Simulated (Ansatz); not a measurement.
BiH2I. The state is a singlet with charge 0. Geometry PBE-D4/def2-TZVP, basis def2-TZVP, Ansatz.

```
atom   x (Å)   y (Å)   z (Å)
 Bi1   0.450   0.477   0.635
  H2  -1.286   0.092   0.978
  H3   0.795  -1.298   0.549
  I4   0.040   0.729  -2.161
```

```
run  HOMO (eV)  LUMO (eV)
  A      -9.22      -0.59
  B      -6.94      -2.49
  C      -7.16      -2.28
  D      -9.48       0.52
  E      -6.36      -2.80
  F      -8.07      -1.54
```

In the def2 sets Bi, I take a core potential; there is no spin–orbit coupling. B3LYP takes the VWN-RPA correlation.

Q: The runs used B3LYP, BHLYP, HF, PBE0, r2SCAN, ωB97M-V. Estimate which is which.

A: A ωB97M-V (range-separated); B B3LYP (20 % exact exchange); C PBE0 (25 % exact exchange); D HF (100 % exact exchange); E r2SCAN (0 % exact exchange); F BHLYP (50 % exact exchange). Exact exchange lowers occupied and raises empty levels; among semilocal functionals meta-GGAs tend to open the gap a little, and such runs are hard to tell apart. The gap grows from 3.56 eV (r2SCAN) to 10.00 eV (HF).
